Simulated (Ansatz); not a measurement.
Ge(eta1-allyl)4 (C12H20Ge). Total charge 0; singlet. Geometry r2SCAN-D4/def2-SVP.

```xyz
33

Ge    0.1285   -0.2178    0.1569
C     1.1213    1.2129   -0.7851
C     0.2877    1.9598   -1.7683
C    -0.1201    3.2316   -1.6459
H     1.9664    0.7069   -1.2865
H     1.5400    1.8892   -0.0206
H    -0.0309    1.3962   -2.6578
H     0.1706    3.8441   -0.7839
H    -0.7563    3.7013   -2.4013
C    -1.2860    0.5312    1.3215
C    -2.4291    1.0893    0.5459
C    -3.6120    0.4852    0.3577
H    -0.8009    1.2979    1.9499
H    -1.6112   -0.2887    1.9855
H    -2.2519    2.0590    0.0618
H    -3.8368   -0.4886    0.8089
H    -4.3960    0.9457   -0.2502
C     1.3996   -1.2292    1.2887
C     2.1584   -0.3211    2.1929
C     1.9068   -0.1199    3.4954
H     2.0667   -1.7808    0.6036
H     0.8100   -1.9677    1.8591
H     2.9701    0.2550    1.7250
H     1.1114   -0.6679    4.0145
H     2.4902    0.5921    4.0859
C    -0.6821   -1.4542   -1.1574
C     0.3256   -1.9222   -2.1482
C     0.9558   -3.1068   -2.1326
H    -1.5140   -0.9103   -1.6365
H    -1.1145   -2.2943   -0.5872
H     0.5922   -1.2032   -2.9374
H     0.7319   -3.8630   -1.3707
H     1.7087   -3.3616   -2.8835
```

Question: Estimate the orbital energies around the gap (eV) in Ansatz with HF/STO-3G, PBE-D4/def2-SVP, r2SCAN-D4/def2-TZVP, PBE0-D4/def2-SVP, PBE0-D4/def2-TZVP.

Answer: 
| orbital | HF/STO-3G | PBE-D4/def2-SVP | r2SCAN-D4/def2-TZVP | PBE0-D4/def2-SVP | PBE0-D4/def2-TZVP |
| --- | --- | --- | --- | --- | --- |
| HOMO−13 | -13.25 | -9.22 | -9.68 | -10.76 | -10.81 |
| HOMO−12 | -13.20 | -9.18 | -9.64 | -10.73 | -10.77 |
| HOMO−11 | -12.98 | -8.98 | -9.43 | -10.52 | -10.57 |
| HOMO−10 | -12.25 | -8.45 | -8.87 | -9.95 | -9.99 |
| HOMO−9 | -12.14 | -8.35 | -8.77 | -9.83 | -9.88 |
| HOMO−8 | -12.10 | -8.27 | -8.70 | -9.76 | -9.81 |
| HOMO−7 | -12.03 | -8.23 | -8.65 | -9.71 | -9.76 |
| HOMO−6 | -10.89 | -7.85 | -8.22 | -9.23 | -9.25 |
| HOMO−5 | -10.84 | -7.80 | -8.17 | -9.16 | -9.18 |
| HOMO−4 | -10.79 | -7.79 | -8.16 | -9.15 | -9.17 |
| HOMO−3 | -8.41 | -6.45 | -6.76 | -7.63 | -7.69 |
| HOMO−2 | -7.53 | -5.68 | -5.95 | -6.78 | -6.82 |
| HOMO−1 | -7.34 | -5.58 | -5.85 | -6.66 | -6.70 |
| HOMO | -7.32 | -5.52 | -5.78 | -6.59 | -6.63 |
| LUMO | 8.25 | -0.94 | -0.92 | 0.05 | -0.14 |
| LUMO+1 | 8.45 | -0.69 | -0.68 | 0.30 | 0.09 |
| LUMO+2 | 8.73 | -0.46 | -0.45 | 0.56 | 0.33 |
| LUMO+3 | 8.80 | -0.35 | -0.32 | 0.69 | 0.47 |
| LUMO+4 | 12.68 | 0.75 | 0.82 | 1.62 | 1.02 |
| LUMO+5 | 13.40 | 1.08 | 1.20 | 1.94 | 1.35 |
